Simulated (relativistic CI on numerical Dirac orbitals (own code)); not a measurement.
## Ligand-field terms of d2

Computed with a parametric ligand-field model of a d^n configuration (Racah B and C, spin-orbit zeta, crystal field), exact diagonalisation.

Field parameters in Wybourne normalisation: Oh B⁴₀ = 21Dq, B⁴₄ = √(5/14) B⁴₀. The field is a parameter set, without covalency.

Lowest levels for B = 590, C = 2480, ζ = 530 cm⁻¹, Oh, 10Dq = 23050 cm⁻¹?

E 0 (S 1.00), T2 18 (S 1.00), T1 687 (S 1.00), A1 998 (S 1.00), T2 9105 (S 0.01), E 9223 (S 0.01), A1 20230 (S 0.01), A2 21831 (S 1.00), T2 21977 (S 1.00) cm⁻¹, with S from ⟨S²⟩ = S(S + 1). The ground level has 0.02 electrons in the cubic e pair.

Lowest levels for B = 520, C = 2180, ζ = 530 cm⁻¹, Oh, 10Dq = 17700 cm⁻¹?

E 0 (S 1.00), T2 25 (S 1.00), T1 708 (S 1.00), A1 1025 (S 1.00), T2 8078 (S 0.02), E 8211 (S 0.01), A2 16703 (S 1.00), T2 16860 (S 1.00), T1 17100 (S 1.00) cm⁻¹, with S from ⟨S²⟩ = S(S + 1). The ground level has 0.02 electrons in the cubic e pair.

Lowest levels for B = 300, C = 1370, ζ = 870 cm⁻¹, Oh, 10Dq = 19500 cm⁻¹?

E 0 (S 0.99), T2 44 (S 0.99), T1 1150 (S 1.00), A1 1540 (S 0.99), T2 5309 (S 0.04), E 5385 (S 0.04), A1 11613 (S 0.04), A2 19014 (S 1.00), T2 19230 (S 1.00) cm⁻¹, with S from ⟨S²⟩ = S(S + 1). The ground level has 0.02 electrons in the cubic e pair.

Lowest levels for B = 770, C = 3080, ζ = 770 cm⁻¹, Oh, 10Dq = 29850 cm⁻¹?

E 0 (S 1.00), T2 30 (S 1.00), T1 1007 (S 1.00), A1 1456 (S 1.00), T2 11632 (S 0.01), E 11795 (S 0.01), A1 25821 (S 0.01), A2 28291 (S 1.00), T2 28505 (S 1.00) cm⁻¹, with S from ⟨S²⟩ = S(S + 1). The ground level has 0.02 electrons in the cubic e pair.

Lowest levels for B = 450, C = 1690, ζ = 3000 cm⁻¹, Oh, 10Dq = 39600 cm⁻¹?

E 0 (S 0.95), T2 186 (S 0.95), T1 4326 (S 1.00), A1 4707 (S 0.93), T2 9247 (S 0.15), E 9468 (S 0.15), A1 18712 (S 0.20), A2 39884 (S 1.00), T2 40497 (S 0.99) cm⁻¹, with S from ⟨S²⟩ = S(S + 1). The ground level has 0.03 electrons in the cubic e pair.
